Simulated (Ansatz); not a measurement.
InGa₂. The state is a doublet with charge 0. Geometry PBE0-D4/def2-TZVP.

Cartesian coordinates in Å:
```
Ga 1.020 0.108 -1.377
Ga -0.093 1.267 0.612
In -0.927 -1.375 0.765
```

In the def2 sets In takes a core potential; there is no spin–orbit coupling. At PBE-D4/def2-TZVP, BLYP-D4/def2-TZVP, r2SCAN-D4/def2-TZVP, PBE0-D4/def2-TZVP and others the charge 0 doublet is spin-contaminated (final ⟨S²⟩ up to 1.67, 0.75 for a pure state). Another isomer (quartet) lies 0.18 eV lower at PBE0-D4/def2-TZVP; other spin states weren't run for this one.

Task: Estimate the α-spin orbital energies around the gap (eV) in Ansatz with PBE-D4/def2-TZVP, BLYP-D4/def2-TZVP, r2SCAN-D4/def2-TZVP, PBE0-D4/def2-TZVP, BHLYP-D4/def2-TZVP.

Result: 
```csv
orbital,PBE-D4/def2-TZVP,BLYP-D4/def2-TZVP,r2SCAN-D4/def2-TZVP,PBE0-D4/def2-TZVP,BHLYP-D4/def2-TZVP
HOMO−9,-18.53,-18.38,-19.19,-21.13,-23.53
HOMO−8,-18.53,-18.38,-19.19,-21.13,-23.53
HOMO−7,-18.39,-18.31,-19.06,-20.98,-23.40
HOMO−6,-18.37,-18.27,-19.04,-20.96,-23.38
HOMO−5,-18.33,-18.24,-19.01,-20.93,-23.35
HOMO−4,-10.85,-10.70,-11.31,-12.26,-13.48
HOMO−3,-8.17,-8.12,-8.42,-9.13,-9.98
HOMO−2,-7.35,-7.31,-7.55,-8.13,-8.83
HOMO−1,-4.19,-3.95,-4.51,-4.85,-5.23
HOMO,-3.98,-3.76,-4.26,-4.70,-5.23
LUMO,-3.46,-3.37,-3.25,-2.80,-2.03
LUMO+1,-2.91,-2.87,-2.82,-2.29,-1.57
LUMO+2,-2.17,-1.91,-2.18,-1.62,-0.95
LUMO+3,-1.54,-1.23,-1.47,-0.91,-0.14
LUMO+4,-0.73,-0.77,-0.43,-0.08,0.55
LUMO+5,0.21,0.12,0.75,0.78,1.22
β HOMO,-3.87,-3.68,-4.23,-4.63,-5.17
β LUMO,-3.55,-3.45,-3.36,-2.84,-2.15
```
